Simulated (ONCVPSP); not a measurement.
## Transferability test, ONCV potential for titanium (Ti)

* Element: titanium (Ti)
* Generator: ONCVPSP 4.0.1
* Type: optimised norm-conserving Vanderbilt (ONCV)
* Functional: revPBE
* Relativity: fully relativistic
* Frozen core: [Ne]
* Valence charge: 12
* Reference configuration: 3s2 3p6 3d2 4s2
* Partial waves: 3s+4s: rc 1.75 bohr, ncon 5, nbas 9, qcut 6.8 1/bohr, 2 projectors; 3p: rc 1.25 bohr, ncon 4, nbas 8, qcut 13.5 1/bohr, 2 projectors, debl 2.7 Ha; 3d: rc 1.95 bohr, ncon 4, nbas 9, qcut 7.3 1/bohr, 3 projectors, debl 3.2 Ha
* Local potential: polynomial inside 0.80 bohr (lpopt 5, dvloc0 6 Ha)
* Core correction: Teter function, fcfact 5.5, rcfact 1.05

Open shells are filled in proportion to 2j + 1.

Energies are relative to the spin-unpolarised reference configuration 3s2 3p6 3d2 4s2; without spin polarisation the order of configurations can differ from experiment.

```csv
valence configuration,charge,ΔE all-electron (eV),error AE − PS (meV)
3s2 3p6 3d2 4s0,+2,20.710,+0.6
3s2 3p6 3d1 4s0,+3,47.570,+90
3s1 3p6 3d2 4s2,+1,69.708,-291
```

Question: What are ΔE and the potential's error for 3s2 3p6 3d2 4s1?

Answer: ΔE = 7.279 eV all-electron; the error (AE − PS) is +0.6 meV.
